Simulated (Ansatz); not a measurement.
`C[NH][Ga]([NH2])[Cl]`, charge 0, multiplicity 1.

Give a relaxed structure at PBE0-D4/def2-TZVP (Ansatz 0.2.0). (An estimate is asked.)

Computed: 
```xyz
11

C    -1.110   -1.347    0.121
N    -0.502   -0.477   -0.856
Ga    0.639    0.883   -0.549
N     1.176    1.444    1.086
Cl    1.314    1.992   -2.257
H    -0.809   -2.395   -0.004
H    -0.814   -1.048    1.130
H    -2.205   -1.306    0.088
H    -0.756   -0.681   -1.808
H     1.944    2.091    1.157
H     1.125    0.845    1.892
```
This is one stationary point; other conformers may exist.
